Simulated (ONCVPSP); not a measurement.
**What the settings do to the ONCV potential of Fe**

Base potential:

ONCVPSP 4.0.1 input, shortened (lines: element, Z, core and valence counts, functional; n l f; lmax; l rc ep ncon nbas qcut; lloc lpopt rc5 dvloc0; l nproj debl; icmod fcfact rcfact), LDA (Perdew-Wang 92), scalar-relativistic:

```
  Fe 26.00    3    4  -001012      upf
    1    0    2.00
    2    0    2.00
    2    1    6.00
    3    0    2.00
    3    1    6.00
    3    2    6.00
    4    0    2.00
    2
    0    1.15    0.00    4    8    9.20
    1    0.80    0.00    4    8   11.00
    2    1.20    0.00    4    8   12.90
    4    3    0.55    2.00
    0    2    3.40
    1    2    1.00
    2    2    1.20
    3    3.00    1.45
```

In the p channel the program set the typed energies aside and used -2.202, 0.250 Ha.

Cutoffs, loose and tight: the cutoffs (Ha) at which the residual kinetic energy of the hardest occupied pseudo-wave falls to 1 and 0.1 mHa per electron. They do not see the model core or the augmentation charge, which bear on the density cutoff. Test errors are all-electron minus pseudo excitation energies from the reference, over the configurations 3s2 3p6 3d6 4s1; 3s2 3p6 3d6 4s0; 3s2 3p6 3d5 4s0; 3s2 3p6 3d5 4s2 4p1. A dash means not determined; rows that change the core or the reference have their own tests.

A true bound ghost makes a file unfit for plane-wave use even where its test errors are small: the radial tests pick states by their node count and pass the ghost by.

```tsv
change	outcome	cutoff, loose	cutoff, tight	bound ghosts	GHOST(+) flags above zero	largest test error (meV)
base	generated, projector energies reset by the program	65 Ha	244 Ha	none	s	+14
all radii but the core radius scaled by about 0.76 (s 0.88, p 0.60, d 0.92 bohr); local potential polynomial inside 0.42 bohr (lpopt 3, dvloc0 2 Ha)	generated, projector energies reset by the program	491 Ha	596 Ha	p	s, p	+6.3
all radii but the core radius scaled by about 0.88 (s 1.02, p 0.70, d 1.06 bohr); local potential polynomial inside 0.48 bohr (lpopt 3, dvloc0 2 Ha)	generated, projector energies reset by the program	72 Ha	197 Ha	none	s	+9.4
all radii but the core radius scaled by about 1.07 (s 1.22, p 0.86, d 1.28 bohr); local potential polynomial inside 0.58 bohr (lpopt 3, dvloc0 2 Ha)	generated, projector energies reset by the program	61 Ha	141 Ha	none	none	+18
all radii but the core radius scaled by about 1.13 (s 1.30, p 0.90, d 1.36 bohr); local potential polynomial inside 0.62 bohr (lpopt 3, dvloc0 2 Ha)	generated, projector energies reset by the program	58 Ha	83 Ha	none	s	+22
all radii but the core radius scaled by about 1.22 (s 1.40, p 0.98, d 1.46 bohr); local potential polynomial inside 0.66 bohr (lpopt 3, dvloc0 2 Ha)	generated, projector energies reset by the program	55 Ha	63 Ha	none	none	+28
all radii but the core radius scaled by about 1.27 (s 1.46, p 1.02, d 1.52 bohr); local potential polynomial inside 0.70 bohr (lpopt 3, dvloc0 2 Ha)	generated, projector energies reset by the program	53 Ha	61 Ha	none	none	+32
```

(1) What comes out with this change to the base: all radii but the core radius scaled by about 0.97 (s 1.10, p 0.78, d 1.16 bohr); local potential polynomial inside 0.54 bohr (lpopt 3, dvloc0 2 Ha)?

(2) What comes out with this change to the base: all radii but the core radius scaled by about 1.30 (s 1.50, p 1.04, d 1.56 bohr); local potential polynomial inside 0.72 bohr (lpopt 3, dvloc0 2 Ha)?

(3) What comes out with this change to the base: all radii but the core radius scaled by about 0.85 (s 0.98, p 0.68, d 1.02 bohr); local potential polynomial inside 0.46 bohr (lpopt 3, dvloc0 2 Ha)?

Answers

(1) outcome: generated, projector energies reset by the program; cutoff, loose: 67 Ha; cutoff, tight: 262 Ha; bound ghosts: none; GHOST(+) flags above zero: s; largest test error (meV): +13.

(2) outcome: generated, projector energies reset by the program; cutoff, loose: 51 Ha; cutoff, tight: 59 Ha; bound ghosts: none; GHOST(+) flags above zero: none; largest test error (meV): +35.

(3) outcome: generated, projector energies reset by the program; cutoff, loose: 74 Ha; cutoff, tight: 172 Ha; bound ghosts: none; GHOST(+) flags above zero: s; largest test error (meV): +8.3.

Reading the sweep of the scale of all radii but the core radius (base = 1) (base included, trends over the rows without a ghost): The loose cutoff falls from 74 Ha at 0.85 to 51 Ha at 1.3. A larger radius leaves more room for a smooth pseudo-wave, so fewer plane waves are needed; a smaller one forces it to follow the all-electron wave where it bends sharply. The median size of the test errors (rows with all tests solved) is not monotonic: lowest 0.7 meV at 1, highest 6.0 meV at 1.3. Bound ghosts are found at 0.76.
